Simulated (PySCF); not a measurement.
Computed IR spectrum (relative IR intensity) of a molecule C2H7BO3. Geometry: B3LYP-D3(BJ)/def2-SVP. The values are those of a single conformer. These are B3LYP-D3(BJ)/def2-SVP (PySCF 2.14.0) values and carry that method's errors. No scaling factor is applied to the harmonic values.

ν (cm⁻¹): 58 (w), 151 (vw), 178 (m), 248 (vw), 294 (s), 353 (w), 427 (w), 527 (w), 551 (m), 708 (m), 732 (vw), 922 (w), 949 (m), 1083 (vs), 1100 (s), 1175 (w), 1239 (vw), 1276 (s), 1316 (s), 1368 (m), 1405 (m), 1418 (m), 1440 (vw), 1459 (m), 2914 (m), 2918 (m), 2984 (w), 3023 (w), 3804 (m), 3823 (w), 3831 (m) (against the strongest line: vs over 80 %, s over 45 %, m over 15 %, w over 4 %, vw less)

Q: Pick the molecule that these values belong to.
A. CCOB(O)O
B. COB(O)CO
C. C[C@H](O)B(O)O
D. OCB(O)CO

A: D, OCB(O)CO
